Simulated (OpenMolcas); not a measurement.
Os3+ in a point-charge field

Os3+ among 2 point charges of -0.75 e arranged as a linear pair (D∞h), 1.83 Å from the ion.

| Property | Result |
| --- | --- |
| Program | OpenMolcas |
| Method | SS-CASPT2, IPEA 0.25 Eh, imaginary shift 0.1 Eh (closed shells correlated: 5s 5p) |
| Basis | ANO-RCC-VDZP [7s6p4d2f1g] |
| Scalar Hamiltonian | DKH2, point nucleus |
| Active space | 5 electrons in 5 orbitals (5d) |
| State averaging | 2S+1 = 6 even, 1 root; 2S+1 = 4 even, 24 roots; 2S+1 = 2 even, 75 roots |
| Spin-orbit coupling | state interaction with AMFI integrals over the reference wave functions |

The lowest spin-free states (labels by Λ), above the lowest:

| State | Degeneracy | E (cm-1) | Free-ion L (%) |
| --- | --- | --- | --- |
| 6Σ | 1 | 0 | S (100) |
| 4Δ | 2 | 17790 | G (51) |
| 4Π | 2 | 20890 | G (89) |
| 4Φ | 2 | 20980 | G (89) |
| 4Π | 2 | 21660 | P (61) |
| 4Σ | 1 | 22160 | G (99) |
| 4Γ | 2 | 24070 | G (100) |
| 4Δ | 2 | 24390 | D (57) |
| 4Σ | 1 | 26760 | P (100) |
| 4Σ | 1 | 30230 | D (99) |
| 2Γ | 2 | 30500 | I (43) |
| 2Π | 2 | 30650 | I (67) |
| 2Σ | 1 | 31070 | I (80) |
| 2Δ | 2 | 31400 | D (36) |
| 2Δ | 2 | 31760 | I (87) |
| 2Σ | 1 | 32080 | F (83) |
| 2Φ | 2 | 32210 | I (87) |
| 4Π | 2 | 32320 | D (51) |
| 2H | 2 | 32450 | I (81) |
| 2Π | 2 | 32570 | D (38) |

The lowest levels with spin-orbit coupling:

| E (cm-1) | Degeneracy | 2S+1 | g |
| --- | --- | --- | --- |
| 0 | 2 | 6 (82 %) | 0.00 0.00 9.59 |
| 420 | 2 | 6 (86 %) | 0.00 0.00 5.80 |
| 610 | 2 | 6 (88 %) | 1.94 5.84 5.84 |
| 12910 | 2 | 4 (67 %) | 0.00 0.00 6.27 |
| 15870 | 2 | 4 | 0.00 0.00 9.61 |
| 16930 | 2 | 4 (74 %) | 0.00 0.00 2.85 |
| 17220 | 2 | 4 (77 %) | 0.00 0.00 3.40 |
| 19320 | 2 | 4 (64 %) | 0.38 2.20 2.20 |
| 20060 | 2 | 4 | 0.00 0.00 7.49 |
| 20220 | 2 | 4 (76 %) | 0.00 0.00 11.46 |
| 20240 | 2 | 4 (86 %) | 0.00 1.52 1.52 |
| 21120 | 2 | 4 (83 %) | 0.00 0.00 8.33 |
| 21320 | 2 | 4 (82 %) | 0.00 0.00 4.50 |
| 21930 | 2 | 4 (81 %) | 0.00 0.00 4.27 |
| 21930 | 2 | 4 (78 %) | 0.85 2.47 2.47 |
| 22160 | 2 | 4 (82 %) | 1.59 3.11 3.11 |
| 22610 | 2 | 4 (89 %) | 0.00 0.00 6.56 |
| 22700 | 2 | 4 (85 %) | 0.00 0.00 2.01 |
| 23960 | 2 | 4 | 0.00 0.00 3.26 |
| 24210 | 2 | 4 (87 %) | 0.18 0.18 1.68 |

Powder χT (cm3 K/mol): 2.88 at 2 K, 2.92 at 10 K, 3.07 at 50 K, 3.26 at 100 K, 3.57 at 200 K, 3.77 at 300 K. The effective moment at 300 K is 2.828 √(χT) = 5.49 μB.

Roots that are degenerate in the reference are averaged as groups; the widest CASPT2 spread within a group is 14 cm-1 (the 2-fold group of multiplicity 2 near 52900 cm-1 above the lowest state of its run). Shifts and gaps below about the spread of the groups concerned are not significant. Point charges give a weaker field than real ligands, and real ions of this kind are as a rule low spin; the high spin found here belongs to the model. Free-ion shares, where given, are those of the reference states; single-state CASPT2 does not remix them. Point charges carry no covalency, so the field is a model and not that of real ligands. No measured value stands beside these numbers.

The CASPT2 steps took 9.9 s on 1 thread of Intel(R) Xeon(R) Platinum 8488C (Sapphire Rapids), on a shared host; the integral step is not counted.
